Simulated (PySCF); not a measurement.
## NMR data sheet: C6H13NO2Si

```yaml
Formula: C6H13NO2Si
SMILES: C/C=C/[Si@@H](NC)OC(C)=O
Point_group_of_the_computed_structure: C1
Degrees_of_unsaturation: 2
Carbon_signals: 6
Proton_signals: 7
```

Atom-mapped SMILES (the numbers label the heavy atoms): `[CH3:1]/[CH:2]=[CH:3]/[Si@@H:4]([NH:5][CH3:6])[O:7][C:8]([CH3:9])=[O:10]`; H(Xn) means a hydrogen on atom n.

[PySCF: structure optimised with GFN2-xTB; shielding tensors at PBE0/pcSseg-1 (GIAO); a single conformation; no solvent; non-relativistic Hamiltonian; averaged over atoms made equivalent by symmetry, fast rotation or ring inversion]

References, each an isolated molecule treated in the same way: 1H, 13C, 29Si vs TMS; 15N vs NH3; H2O for 17O.

| carbon | δC, type | δH (multiplicity) | HMBC from (2–3 bonds) | span of the C tensor (ppm) |
| --- | --- | --- | --- | --- |
| C1 | 27.0, CH3 | 1.99 (d) | H(C2), H(C3) | 38 |
| C2 | 159.2, CH | 6.64 (m) | H(C3), H(Si4), H(C1) | 268 |
| C3 | 133.6, CH | 5.91 (m) | H(C2), H(Si4), H(C1) | 201 |
| C6 | 30.0, CH3 | 2.86 (s) | H(Si4) | 55 |
| C8 | 175.3, C | – | H(Si4), H(C9) | 165 |
| C9 | 24.8, CH3 | 2.10 (s) | – | 55 |

Other nuclei:
```json
{"atoms": "H(Si4)", "nucleus": "1H", "environment": "hydrogen on a silicon bonded to C, N, O", "δ (ppm)": "5.40", "σ (ppm)": "26.31"}
{"atoms": "H(N5)", "nucleus": "1H", "environment": "hydrogen on a nitrogen bonded to C, Si", "δ (ppm)": "-0.19", "σ (ppm)": "31.91"}
{"atoms": "Si4", "nucleus": "29Si", "environment": "silicon bonded to C, N, O, H", "δ (ppm)": "-24.7", "σ (ppm)": "373.8"}
{"atoms": "N5", "nucleus": "15N", "environment": "nitrogen bonded to C, Si, H", "δ (ppm)": "26.7", "σ (ppm)": "241.1"}
{"atoms": "O10", "nucleus": "17O", "environment": "carbonyl oxygen", "δ (ppm)": "473.0", "σ (ppm)": "-136.9"}
{"atoms": "O7", "nucleus": "17O", "environment": "oxygen bonded to C, Si", "δ (ppm)": "216.0", "σ (ppm)": "120.1"}
```

1. Carbon types of the structure: 1 × C, 2 × CH, 3 × CH3, leaving 2 H on heteroatoms.
2. δC 175.3: carbonyl carbon.
3. δC 159.2, 133.6: alkene CH; as expected for a trigonal carbon in a double bond.
4. δC 27.0: allylic methyl carbon; aliphatic region, no heteroatom directly attached.
5. δH 2.86: hydrogen on a methyl carbon bonded to N; its carbon carries N, which withdraws density.
6. δH -0.19: hydrogen on a nitrogen bonded to C, Si; exchangeable, gas-phase position.

OH and NH positions are those of a molecule without intermolecular hydrogen bonds; in solution they move with solvent, concentration and temperature, and exchange usually removes their couplings. Shifts are as computed. Against solution values, carbons near 30 ppm lie about +3 ppm off and those near 130 ppm about +5 ppm. Of 1211 compounds with measured shifts, 218 miss one by over three times the rms of a fit or turn the order of signals round; such compounds aren't used in these exercises. Unscaled 17O shifts of doubly bonded oxygen tend to come out too high, by tens of ppm or more. Experimental scales use liquid or dissolved standards, which lie at an offset from isolated NH3 (liquid NH3: subtract about 20 ppm) and H2O (liquid H2O: subtract about 36 ppm). No couplings were computed; multiplicities are counted from neighbouring protons, with m where these are inequivalent, close in shift, in a saturated or five-membered ring or joined by F or P, and br s for small geminal =CH2 splittings.
